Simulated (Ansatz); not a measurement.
Basis-set series for `[GaH2][SiH]1OCS1`. Charge 0, multiplicity 1. Geometry: relaxed with PBE0-D4/def2-TZVP.

Z-matrix (Å, degrees):
```
Si
O 1 1.676
C 1 2.363 2 36.2
Ga 1 2.411 2 116.8 3 -109.1
S 1 2.150 2 84.5 3 -0.3
H 1 1.493 2 110.9 3 115.0
H 3 1.092 1 125.0 2 -85.2
H 3 1.092 1 124.1 2 85.8
H 4 1.570 1 121.8 2 -5.5
H 4 1.573 1 118.6 2 168.4
```

```tsv
functional	basis	functions	energy (Eh)	HOMO (eV)	LUMO (eV)
PBE0-D4	def2-SVP	121	-2727.70603	-6.64	-2.26
PBE0-D4	def2-QZVPP	493	-2728.40776	-6.71	-2.31
ωB97M-V	def2-SVP	121	-2728.14582	-8.65	-0.51
ωB97M-V	def2-QZVPP	493	-2728.84680	-8.75	-0.66
```

Give the rows for def2-TZVPP. (An estimate is asked.)

Computed: 
```tsv
functional	basis	functions	energy (Eh)	HOMO (eV)	LUMO (eV)
PBE0-D4	def2-TZVPP	264	-2728.33583	-6.69	-2.28
ωB97M-V	def2-TZVPP	264	-2728.77744	-8.73	-0.56
```

Scalar relativity is left out up to krypton.
